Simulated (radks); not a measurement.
Results of a calculation; reference values are marked as such.
Excited configurations of Nd: one electron is placed in a higher orbital outside [Xe] 4f4 6s1. The ground configuration is [Xe] 4f4 6s2. Code: a radial shooting solver on a logarithmic mesh with Libxc functionals. Model: scalar-relativistic Kohn-Sham, PBE, spin-polarised, spherical densities, point nucleus; open shells are filled with parallel spins first (spin-orbit coupling, left out, can overturn this in heavy ions). Excitation = E - E(ground); binding = E(ion) - E, where the ion is the core of charge +1; n* = 1/sqrt(2 binding) in atomic units, and the quantum defect is n - n*.

outer orbital  excitation (eV)  binding (eV)     n*  quantum defect  eigenvalue (eV)  <r> (bohr)
5d                       1.003         4.464  1.746           3.254           -1.587       3.541
5f                       4.478         0.989  3.709           1.291           -0.468       16.07
6p                       1.721         3.745  1.906           4.094           -2.032       5.657
6d                       3.896         1.571  2.943           3.057           -0.792       11.22
6f                       4.757         0.710  4.377           1.623           -0.401       26.98
7s                       3.269         2.198  2.488           4.512           -1.360       10.19
7p                       3.811         1.655  2.867           4.133           -1.006       12.82
7d                       4.465         1.002  3.685           3.315           -0.590       20.46

The Delta-SCF ionisation energy is 5.467 eV (NIST Atomic Spectra Database: 5.525 eV, measured). Self-interaction in the functional shifts the binding energies and quantum defects, so they are the method's values and not measured ones. Open shells are spherical and high-spin; term and fine-structure splittings are not resolved. Spin-orbit splitting is averaged out at the scalar-relativistic level.
